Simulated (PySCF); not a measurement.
**Electron correlation in O⁺ (oxygen, charge +1)**

[He] 2s2 2p3, high-spin 4S determinant. Calculation: PySCF 2.14, in x2c-SVPall (3s2p1d, 14 functions); the spin-free X2C one-electron Hamiltonian (Gaussian nucleus). Frozen: 1s2; 5 electrons correlated.

MP2 pair energies summed by pair of shells (mhartree):

```
 pair  energy  share (%)
2s-2p  -45.34       65.7
2p-2p  -16.54       24.0
2s-2s   -7.11       10.3
```

Total MP2 correlation energy: -68.98 mhartree.

Same-spin part -19.32 and opposite-spin part -49.66 mhartree; SCS-MP2 scales them by 1/3 and 6/5 to -66.03 mhartree.

```csv
level,correlation energy (mhartree)
CCSD,-83.93
(T),-0.57
CCSD(T),-84.50
```

Diagnostics: T1 = 0.0038, D1 = 0.0069, largest double amplitude 0.036.

Cost of the coupled-cluster step: 0.05 s of wall time on 1 thread of Intel(R) Xeon(R) 6975P-C (shared host), for 5 correlated electrons.

Iterations:

```
CC2 = 0
CCSD nocc = (np.int64(4), np.int64(1)), nmo = (13, 13)
frozen orbitals [[0], [0]]
max_cycle = 100
direct = 0
conv_tol = 1e-08
conv_tol_normt = 1e-06
diis_space = 8
diis_start_cycle = 0
Init t2, MP2 energy = -0.0689818858148686
Init E_corr(UCCSD) = -0.068981885829358
cycle = 1  E_corr(UCCSD) = -0.0807160264320381  dE = -0.0117341406  norm(t1,t2) = 0.0238372
cycle = 2  E_corr(UCCSD) = -0.0830515803417632  dE = -0.00233555391  norm(t1,t2) = 0.00721819
cycle = 3  E_corr(UCCSD) = -0.0839644305382512  dE = -0.000912850196  norm(t1,t2) = 0.00286806
cycle = 4  E_corr(UCCSD) = -0.0839211751119266  dE = 4.32554263e-05  norm(t1,t2) = 0.000503346
cycle = 5  E_corr(UCCSD) = -0.0839253730771672  dE = -4.19796524e-06  norm(t1,t2) = 9.17656e-05
cycle = 6  E_corr(UCCSD) = -0.0839252634652625  dE = 1.09611905e-07  norm(t1,t2) = 7.96898e-06
cycle = 7  E_corr(UCCSD) = -0.083925378437655  dE = -1.14972393e-07  norm(t1,t2) = 6.21436e-07
cycle = 8  E_corr(UCCSD) = -0.0839253664301795  dE = 1.20074755e-08  norm(t1,t2) = 7.62066e-08
cycle = 9  E_corr(UCCSD) = -0.0839253573962454  dE = 9.03393406e-09  norm(t1,t2) = 3.15647e-08
UCCSD converged
E(UCCSD) = -74.41201880647867  E_corr = -0.08392535739624545
UCCSD(T) correction = -0.000568455658350836
```
